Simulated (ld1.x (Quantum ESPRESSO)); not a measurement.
tin (Sn): one change to a TM potential, before and after

- Element: Sn (Z = 50)
- Generator: ld1.x (Quantum ESPRESSO) 7.5
- Type: norm-conserving Troullier–Martins (Kleinman–Bylander form)
- Functional: PW91
- Relativity: scalar-relativistic
- Frozen core: [Kr] 4d10
- Valence charge: 4
- Reference configuration: 5s1.5 5p2.5
- Partial waves: 5s (bound): rc 1.65 bohr; 5d channel at 0.1 Ry: rc 2.10 bohr; 5p (bound): rc 2.40 bohr
- Local potential: the p channel
- Core correction: a·sin(br)/r model core, default radius (core density twice the valence density)

Change: all radii but the core radius scaled by about 1.33 (s 2.20, p 3.20, d 2.80 bohr).

Cutoffs: the cutoffs (Ry, on a coarse ladder) from which the occupation-weighted sum of valence levels, in a spherical-Bessel basis at the reference potential, stays within 10 and 1 mRy of its value at 400 Ry; they do not see the model core or the augmentation charge, which bear on the density cutoff. Errors are all-electron minus pseudo energies relative to the spin-unpolarised reference configuration.

**Question.** How do hardness, ghosts and transferability respond?

**Answer.** The potential gets softer (25 Ry and 55 Ry → 10 Ry and 30 Ry); the bound ghosts move from d to s; of the 7 tests that both files solve, the error grows in 0 and shrinks in 7 by more than 15 % and 0.3 meV (median size 17.7 → 8.0 meV). A larger radius leaves more room for a smooth pseudo-wave, so fewer plane waves are needed. That the errors move this way runs against the usual rule that smaller radii transfer better.

| quantity | base | changed |
| --- | --- | --- |
| cutoff, loose | 25 Ry | 10 Ry |
| cutoff, tight | 55 Ry | 30 Ry |
| loose cutoff by channel (10 mRy a level) | s 21 Ry, p 8 Ry | s 8 Ry, p 6 Ry |
| bound ghosts | d | s |
| error for 5s2 5p2, meV [ΔE -3.47 eV] | -3.5 | +2.5 |
| error for 5s2 5p1, meV [ΔE 3.46 eV] | -5.4 | 0.0 |
| error for 5s2 5p0, meV [ΔE 17.49 eV] | -41 | +27 |
| error for 5s1 5p0, meV [ΔE 48.56 eV] | -258 | +120 |
| error for 5s1 5p2, meV [ΔE 11.14 eV] | -18 | +8.0 |
| error for 5s1 5p3, meV [ΔE 3.53 eV] | -4.4 | +0.5 |
| error for 5s0 5p4, meV [ΔE 10.77 eV] | -39 | -11 |

 A true bound ghost makes a file unfit for plane-wave use even where its test errors are small: the radial tests pick states by their node count and pass the ghost by.
